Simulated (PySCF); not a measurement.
sulfuric acid (H2O4S), SMILES S(=O)(=O)(O)O. The structure is a stationary point at PBE-D3(BJ)/def2-SVP. One conformer was computed; it need not be the lowest.

All values below come from PBE-D3(BJ)/def2-SVP (PySCF).

Harmonic wavenumbers (cm⁻¹): 229, 307, 336, 404, 446, 486, 493, 749, 812, 1089, 1103, 1154, 1405, 3643, 3648. Rotational constants (GHz): 4.782, 4.742, 4.538; symmetry number 2.

Task: Work out the zero-point energy and the ideal-gas rigid-rotor harmonic-oscillator thermochemistry at 298.15 K and 1 atm.

Result: ZPE = ½ Σ hcν = ½ × 16303 cm⁻¹ = 97.52 kJ/mol. H − E(el) = 114.23 kJ/mol. Entropy in J/(mol K): translation 165.94, rotation 101.14, vibration 34.60, total 301.68. G − E(el) = 24.29 kJ/mol. Cp = 86.47 J/(mol K).
